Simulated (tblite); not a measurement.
Species: C4H10N2SeSi.
SMILES with atom numbers: `[CH3:1][Si@@:2]([SeH:3])([C:4]#[N:5])[CH2:6][CH2:7][NH2:8]` (hydrogens: H9, H10, H11 on C1; H12 on Se3; H13, H14 on C6; H15, H16 on C7; H17, H18 on N8)

Computed with GFN2-xTB (tblite), gas phase: L-BFGS steps from a force-field or distance-geometry start until the largest atomic force falls under 0.01 eV/Å.

Step 34: E = -662.7670 eV
```
atom  x, y, z in Å  |  force x, y, z in eV/Å
C1      1.9392   -0.5472    0.9379   -0.015  -0.013  -0.002
Si2     0.9010    0.1597   -0.4918    0.069   0.066   0.077
Se3     2.1680    1.7723   -1.6048    0.072  -0.053  -0.005
C4      0.6165   -1.1737   -1.7718   -0.037  -0.058  -0.072
N5      0.4925   -1.9615   -2.5937   -0.016   0.023   0.038
C6     -0.7089    1.0433    0.0236    0.019   0.002  -0.016
C7     -1.5692    0.0989    0.8449    0.028   0.015  -0.017
N8     -1.7292   -1.1230    0.0783    0.046  -0.009   0.010
H9      1.4132   -1.3418    1.4592   -0.008   0.022  -0.040
H10     2.1874    0.2280    1.6604   -0.018  -0.020  -0.038
H11     2.8728   -0.9572    0.5590   -0.034   0.023   0.009
H12     1.1970    2.8166   -1.4805   -0.044   0.048  -0.003
H13    -1.2594    1.3428   -0.8695   -0.017   0.028  -0.026
H14    -0.4900    1.9525    0.5829    0.016  -0.015   0.052
H15    -1.0441   -0.1625    1.7680   -0.065   0.025   0.036
H16    -2.5207    0.5878    1.1193    0.016  -0.036  -0.034
H17    -2.1824   -0.9252   -0.8081   -0.022  -0.039   0.036
H18    -2.2921   -1.8038    0.5750    0.009  -0.008  -0.007
```

Step 35: E = -662.7682 eV
```
atom  x, y, z in Å  |  force x, y, z in eV/Å
C1      1.9388   -0.5480    0.9369   -0.017  -0.007  -0.002
Si2     0.9023    0.1604   -0.4915    0.057   0.058   0.036
Se3     2.1700    1.7726   -1.6057    0.029  -0.016   0.005
C4      0.6152   -1.1730   -1.7720   -0.032  -0.038  -0.050
N5      0.4898   -1.9616   -2.5926   -0.018   0.011   0.023
C6     -0.7079    1.0424    0.0251    0.025   0.017  -0.027
C7     -1.5687    0.0980    0.8452    0.029   0.028  -0.014
N8     -1.7267   -1.1242    0.0793    0.044  -0.017   0.002
H9      1.4111   -1.3417    1.4566   -0.013   0.009  -0.026
H10     2.1842    0.2284    1.6582   -0.007  -0.014  -0.016
H11     2.8730   -0.9583    0.5611   -0.024   0.021   0.001
H12     1.1965    2.8194   -1.4821   -0.006   0.007  -0.007
H13    -1.2596    1.3437   -0.8665   -0.015   0.023  -0.040
H14    -0.4883    1.9519    0.5833    0.015  -0.016   0.066
H15    -1.0469   -0.1600    1.7708   -0.060   0.014   0.039
H16    -2.5213    0.5863    1.1141    0.001  -0.026  -0.019
H17    -2.1793   -0.9253   -0.8074   -0.017  -0.048   0.039
H18    -2.2908   -1.8047    0.5755    0.012  -0.006  -0.010
```

Step 36: E = -662.7698 eV
```
atom  x, y, z in Å  |  force x, y, z in eV/Å
C1      1.9384   -0.5497    0.9344   -0.015   0.007   0.001
Si2     0.9060    0.1628   -0.4914    0.014   0.023  -0.049
Se3     2.1737    1.7740   -1.6064   -0.025   0.041   0.014
C4      0.6128   -1.1715   -1.7729   -0.018   0.015   0.007
N5      0.4842   -1.9625   -2.5902   -0.023  -0.014  -0.008
C6     -0.7053    1.0410    0.0274    0.020   0.041  -0.035
C7     -1.5680    0.0970    0.8455    0.020   0.028  -0.010
N8     -1.7221   -1.1269    0.0817    0.046  -0.018  -0.011
H9      1.4071   -1.3415    1.4511   -0.025  -0.013  -0.002
H10     2.1783    0.2292    1.6531    0.013  -0.005   0.027
H11     2.8741   -0.9605    0.5653   -0.007   0.016  -0.016
H12     1.1975    2.8255   -1.4860    0.046  -0.053  -0.012
H13    -1.2599    1.3452   -0.8614    0.002   0.016  -0.052
H14    -0.4845    1.9502    0.5855    0.010  -0.016   0.078
H15    -1.0543   -0.1559    1.7767   -0.047   0.003   0.035
H16    -2.5234    0.5839    1.1036   -0.016  -0.007   0.005
H17    -2.1757   -0.9268   -0.8041   -0.009  -0.057   0.026
H18    -2.2875   -1.8073    0.5763    0.014  -0.008   0.002
```

Step 37: E = -662.7706 eV
```
atom  x, y, z in Å  |  force x, y, z in eV/Å
C1      1.9379   -0.5507    0.9329   -0.016   0.014   0.004
Si2     0.9082    0.1647   -0.4924   -0.009   0.003  -0.076
Se3     2.1757    1.7755   -1.6072   -0.034   0.051   0.016
C4      0.6107   -1.1705   -1.7735   -0.010   0.036   0.027
N5      0.4802   -1.9629   -2.5890   -0.025  -0.021  -0.018
C6     -0.7036    1.0411    0.0285    0.011   0.044  -0.030
C7     -1.5675    0.0969    0.8457    0.011   0.020  -0.012
N8     -1.7181   -1.1287    0.0833    0.034  -0.019  -0.007
H9      1.4040   -1.3416    1.4477   -0.028  -0.019   0.006
H10     2.1745    0.2294    1.6509    0.021  -0.004   0.044
H11     2.8748   -0.9620    0.5682   -0.005   0.016  -0.024
H12     1.1981    2.8271   -1.4883    0.054  -0.063  -0.013
H13    -1.2603    1.3470   -0.8589    0.015   0.015  -0.050
H14    -0.4823    1.9494    0.5882    0.008  -0.017   0.074
H15    -1.0588   -0.1533    1.7804   -0.039   0.003   0.026
H16    -2.5251    0.5825    1.0976   -0.014  -0.001   0.010
H17    -2.1718   -0.9290   -0.8027   -0.002  -0.059   0.020
H18    -2.2853   -1.8087    0.5769    0.025   0.001   0.003
```

**Question.** Estimate the geometry and energy of step 38. (The exact step hangs on the optimiser's Hessian estimate; all steps are aligned on step 37, rigid shifts and turns removed.)

**Answer.** E = -662.7724 eV, largest force 0.107 eV/Å
```
atom  x, y, z in Å  |  force x, y, z in eV/Å
C1      1.9364   -0.5525    0.9295   -0.018   0.026   0.007
Si2     0.9129    0.1693   -0.4964   -0.048  -0.031  -0.091
Se3     2.1808    1.7800   -1.6096   -0.031   0.039   0.018
C4      0.6054   -1.1677   -1.7750    0.005   0.058   0.042
N5      0.4706   -1.9636   -2.5864   -0.028  -0.024  -0.024
C6     -0.7002    1.0429    0.0302   -0.011   0.033  -0.009
C7     -1.5662    0.0974    0.8454   -0.009  -0.002  -0.013
N8     -1.7082   -1.1331    0.0870    0.004   0.000  -0.008
H9      1.3964   -1.3421    1.4398   -0.025  -0.017   0.011
H10     2.1665    0.2294    1.6475    0.031  -0.011   0.066
H11     2.8764   -0.9652    0.5747   -0.013   0.021  -0.038
H12     1.1994    2.8274   -1.4930    0.047  -0.050  -0.014
H13    -1.2608    1.3525   -0.8543    0.046   0.015  -0.033
H14    -0.4780    1.9476    0.5963    0.003  -0.022   0.051
H15    -1.0693   -0.1470    1.7886   -0.020   0.007  -0.009
H16    -2.5292    0.5794    1.0854    0.001   0.006   0.009
H17    -2.1618   -0.9365   -0.8003    0.019  -0.059   0.021
H18    -2.2798   -1.8118    0.5789    0.047   0.012   0.012
```

The energy changes by -0.0018 eV. The first-order estimate −F·Δx gives -0.0025 eV and the mean of the old and new forces, exact on a quadratic surface, -0.0018 eV. The step makes an angle of 72° with the force vector and moves no atom by more than 0.015 Å.

The cost below is that of the whole relaxation. On an Arm Neoverse V1 with one thread, no GPU, shared host with 32 logical CPUs at a one-minute load of 25, this took 0.96 s of wall time.
